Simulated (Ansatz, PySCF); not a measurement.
Ga(Cl)2(NH2) (Cl2GaH2N), SMILES [NH2][Ga]([Cl])[Cl].

Coordinates come from a PBE0-D3(BJ)/def2-SVP optimisation. The structure was generated by enumeration; whether it is a known compound was not checked. The values are those of a single conformer.

Vertical ionisation energy (IE) and electron affinity (EA) in eV. Rows of orbital energies are one-electron estimates. Where ΔSCF, EOM or ADC give a negative EA the extra electron is unbound and the value depends on the basis.

```csv
level,IE,EA
"−ε(HOMO), −ε(LUMO), r2SCAN/def2-TZVP (PySCF)",6.98,1.71
"−ε(HOMO), −ε(LUMO), PBE/def2-TZVP (PySCF)",6.66,2.02
"ΔSCF, CAM-B3LYP/def2-SVPD (Ansatz), final states of multiplicity 2 and 2",10.55,-0.09
"ΔSCF, PBE/def2-SVPD (Ansatz), final states of multiplicity 2 and 2",10.07,0.12
```

Problem. What vertical singlet–triplet gap does ΔSCF give with CAM-B3LYP/def2-SVPD (Ansatz, an electronic-structure program) and with PBE/def2-SVPD (Ansatz)? (Estimate from the structure and the level; the computed values follow.)

Solution. 5.40 and 4.86 eV (triplet above singlet where positive).
